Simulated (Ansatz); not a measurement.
C4H4Se (`c1cc[se]c1`), one more setting.

```yaml
crystal:
  periodic: [false, false, false]
  atoms:
    - {symbol: C, position_ang: [0.063445, 0.853751, -0.044057]}
    - {symbol: C, position_ang: [0.908495, -0.176864, -0.209532]}
    - {symbol: C, position_ang: [0.233212, -1.351235, -0.159496]}
    - {symbol: Se, position_ang: [-1.674846, -1.108721, 0.066883]}
    - {symbol: C, position_ang: [-1.187976, 0.755518, 0.113940]}
    - {symbol: H, position_ang: [0.651872, 2.059087, 0.243538]}
    - {symbol: H, position_ang: [2.053933, -0.127685, -0.195753]}
    - {symbol: H, position_ang: [0.653324, -2.283854, -0.345875]}
    - {symbol: H, position_ang: [-1.979102, 1.548226, 0.386045]}
basis:
  gaussian: {orbitals: def2-mTZVPP}
hamiltonian: {xc: {name: wB97M-V}}
output: {forces: true}
```

```sh
$ ansatz run in.yaml --threads 4 --pin off --events-out ev --progress --plain --max-ram 10444MiB
```

Shortened log:

```
Functional definition: wB97M-V
  name "wB97M-V"
  cite "Mardirossian & Head-Gordon, J. Chem. Phys. 144, 214110 (2016) doi:10.1063/1.4952647"
  cite "Becke, J. Chem. Phys. 107, 8554 (1997) doi:10.1063/1.475007"
  cite "Vydrov & Van Voorhis, J. Chem. Phys. 133, 244103 (2010) doi:10.1063/1.3521275"
  # Of w^i u^j: cxij and so on, Table III.
  parameter omega = 0.3/bohr
  parameter cx = 0.15
  parameter cx01 = 1.007
  parameter cx10 = 0.259
  parameter css00 = 0.443
  parameter css04 = -1.437
  parameter css10 = -4.535
  parameter css20 = -3.390
  parameter css43 = 4.278
  parameter cos00 = 1.000
  parameter cos10 = 1.358
  parameter cos20 = 2.924
  parameter cos21 = -8.812
  parameter cos60 = -1.390
  parameter cos61 = 9.142
  parameter b = 6.0
  parameter c = 0.01
  gx(w, u) = 1 - cx + cx01*u + cx10*w
  gss(w, u) = css00 + css04*u^4 + css10*w + css20*w^2 + css43*w^4*u^3
  gos(w, u) = cos00 + cos10*w + (cos20 + cos21*u)*w^2 + (cos60 + cos61*u)*w^6
  exchange = spin_sum(e_x_unif_sr(omega)*gx(b97_w, b97_u_x)) + cx*exact_x_sr(omega) + exact_x_lr(omega)
  correlation = spin_sum(e_c_pw_mod_same_spin*gss(b97_w, b97_u_same))
      + integral(e_c_pw_mod_opposite_spin*gos(b97_w_opposite, b97_u_opposite)) + vv10(b, c)
1219 factors; integrals over basis functions are off by at most 1.4e-3 eV
276 factors; integrals over basis functions are off by at most 8.6e-6 eV
mean field evaluation 1: about -69548.9433 eV, gradient 5.5e1 eV
mean field evaluation 2: about -69547.9244 eV, gradient 5.8e1 eV
mean field evaluation 4: about -69555.9975 eV, gradient 2.2e0 eV
mean field evaluation 8: about -69556.1170 eV, gradient 2.6e-1 eV
mean field evaluation 16: about -69556.1177 eV, gradient 4.3e-4 eV
mean field -69556.11766476 eV, -2556.1401773501 hartree, gradient 3.9e-5 eV, S^2 0.000000; 0 other end points of the search recorded, 0 dependent functions left out
the calculation of the forces begins
reference -69556.11770348 eV, -2556.1401787730 hartree; 31, 31 occupied and 101, 101 virtual orbitals, 1219 factors
Total energy: -69556.11770348 eV, -2556.1401787730 hartree
Atom 0 at     0.063445     0.853751    -0.044057 Å, force     5.444131     9.161962     1.514799 eV/Å
Atom 1 at     0.908495    -0.176864    -0.209532 Å, force     3.022448    -3.622582     0.147088 eV/Å
Atom 2 at     0.233212    -1.351235    -0.159496 Å, force    -1.216137     0.843916    -0.215702 eV/Å
Atom 3 at    -1.674846    -1.108721     0.066883 Å, force     1.680057     0.619508    -0.299721 eV/Å
Atom 4 at    -1.187976     0.755518     0.113940 Å, force    -6.940568    -0.188516     1.128339 eV/Å
Atom 5 at     0.651872     2.059087     0.243538 Å, force    -2.044166    -3.708599    -1.273864 eV/Å
Atom 6 at     2.053933    -0.127685    -0.195753 Å, force    -2.007058     0.023171    -0.335408 eV/Å
Atom 7 at     0.653324    -2.283854    -0.345875 Å, force     0.445516    -1.638902    -0.050040 eV/Å
Atom 8 at    -1.979102     1.548226     0.386045 Å, force     1.615778    -1.489956    -0.615491 eV/Å
Dipole moment:     0.093270     0.030155     0.060660 e Å
```

Run time 7 s (4 threads of an Arm Neoverse V1 on a shared host); peak host memory 0.45 GiB.
